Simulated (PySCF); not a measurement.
Working out the ionisation energy of Cr

Cr [Ar] 3d5 4s1 (7S) → Cr⁺ [Ar] 3d5 (6S). Calculation: PySCF 2.14, in aug-cc-pVDZ (7s6p4d2f, 59 functions); the non-relativistic Hamiltonian (point nucleus). Frozen: [Ar]. Energies in hartree (1 hartree = 27.21139 eV):

```csv
part,Cr (lower),Cr⁺ (upper)
UHF,-1043.355111,-1043.137869
MP2 opposite-spin,0.000000,0.000000
MP2 same-spin,-0.081978,-0.065700
```

Problem. What does Hartree-Fock give?

Solution. (-1043.137869) − (-1043.355111) = 0.217242 hartree = 5.911 eV.

Problem. What do MP2 and SCS-MP2 (6/5 opposite-spin, 1/3 same-spin) give?

Solution. The opposite-spin parts differ by 0.000 eV and the same-spin parts by 0.443 eV. MP2: 5.911 + (0.000) + (0.443) = 6.354 eV. SCS-MP2: 5.911 + 1.2 × (0.000) + (0.443)/3 = 6.059 eV.

Measured between the centres of the two terms (NIST): 6.767 eV, so MP2 (valence) is off by -0.413 eV.

The calculation is non-relativistic.

A double-zeta basis recovers only part of the correlation energy.

What remains against the reference includes basis incompleteness, the frozen core and correlation beyond second order.
